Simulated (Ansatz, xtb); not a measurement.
# ClH4InSi: where a starting geometry ends

The starting geometry of this gas-phase singlet was built from a drawn formula by distance geometry; its bonds are those of `Cl[SiH2][InH2]`.

```xyz
7

Cl    1.1586   -0.8869   -0.7693
In   -1.5090   -0.0350    1.6743
Si   -0.8079   -0.2584   -0.6676
H    -0.9508    0.9649   -1.3276
H    -1.6574   -1.3364   -1.1543
H    -1.3292    1.5499    2.3298
H    -2.0053   -1.2317    2.6262
```

Problem. Where would you expect an optimisation with r2SCAN-D4/def2-SVP to take it?

Solution. It keeps its bonds, and is `Cl[SiH2][InH2]`.

The energy falls by 0.44 eV over 10 steps:

| step | E − E(last) (eV) |
| --- | --- |
| 1 | 0.440 |
| 2 | 0.040 |
| 3 | 0.015 |
| 4 | 0.009 |
| 5 | 0.003 |
| 6 | 0.001 |
| 7 | 0.000 |
| 8 | 0.000 |
| 9 | 0.000 |
| 10 | 0.000 |

Final geometry (Å):

```
atom    x (Å)    y (Å)    z (Å)
  Cl   1.0835  -0.8273  -0.4874
  In  -1.4960   0.0525   1.7674
  Si  -0.9396  -0.2722  -0.7280
   H  -0.9643   0.9300  -1.6146
   H  -1.6189  -1.3839  -1.4595
   H  -1.2037   1.5848   2.5170
   H  -1.9620  -1.3174   2.7166
```

From the same start GFN2-xTB ends elsewhere, differing in Cl1–In2 (2.60 against 3.54 Å here).

No frequencies were run, so the end isn't proven a minimum. Atoms past krypton carry core potentials, without spin–orbit terms. Run with Ansatz 0.2.0, 55 s on 1 thread of Intel(R) Xeon(R) Processor @ 2.50GHz (Skylake/Cascade Lake), on a shared host.
